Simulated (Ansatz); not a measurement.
Method: frozen-core CCSD(T)/cc-pVQZ // TPSSh-D3(BJ)/def2-TZVP run with Ansatz (a quantum-chemistry and plane-wave program).

Ansatz 0.2 input:
```yaml
crystal:
  periodic: [false, false, false]
  atoms:
    - { symbol: O, position_ang: [-1.420383, -0.908668, 0.147324] }
    - { symbol: Al, position_ang: [0.005857, -0.002531, -0.004633] }
    - { symbol: O, position_ang: [1.48726, -0.789272, -0.258925] }
    - { symbol: O, position_ang: [-0.048868, 1.690035, 0.097593] }
    - { symbol: H, position_ang: [-1.422551, -1.867312, 0.093042] }
    - { symbol: H, position_ang: [2.31228, -0.305683, -0.345145] }
    - { symbol: H, position_ang: [-0.870987, 2.165401, 0.239354] }
basis:
  gaussian: { orbitals: cc-pVQZ }
correlation:
  method: ccsd_t
```

Output:

```
Functional definition: HF
1905 factors; integrals over basis functions are off by at most 1.1e-3 eV
mean field evaluation 1: about -12743.9683 eV, gradient 6.2e1 eV
mean field evaluation 2: about -12744.0211 eV, gradient 6.2e1 eV
mean field evaluation 4: about -12750.3051 eV, gradient 2.5e0 eV
mean field evaluation 8: about -12750.3445 eV, gradient 1.6e-1 eV
mean field evaluation 16: about -12747.6361 eV, gradient 4.2e1 eV
mean field -12750.34470971 eV, -468.5665255878 hartree, gradient 1.3e-6 eV, S^2 0.000000; 0 other end points of the search recorded, 0 dependent functions left out
8 core orbitals not correlated
reference -12750.34470971 eV, -468.5665255878 hartree; 12, 12 occupied and 294, 294 virtual orbitals, 1905 factors
second order -23.72018024 eV of doubles, -0.00000000 eV of singles
cycle   1  -23.12416952 eV  change    6.0e-1 eV  update   9.4e-2
cycle   2  -23.58164905 eV  change   -4.6e-1 eV  update   2.7e-2
cycle   3  -23.69591211 eV  change   -1.1e-1 eV  update   1.3e-2
cycle   4  -23.67906803 eV  change    1.7e-2 eV  update   3.0e-3
cycle   5  -23.67736422 eV  change    1.7e-3 eV  update   1.3e-3
cycle   6  -23.67803123 eV  change   -6.7e-4 eV  update   3.9e-4
cycle   7  -23.67778904 eV  change    2.4e-4 eV  update   1.5e-4
cycle   8  -23.67772230 eV  change    6.7e-5 eV  update   4.8e-5
cycle   9  -23.67773649 eV  change   -1.4e-5 eV  update   1.9e-5
perturbative correction -0.87088709 eV, -0.0320045102 hartree
Total energy: -12774.89333329 eV, -469.4686708645 hartree
```

Cost: very roughly 29 core-minutes.
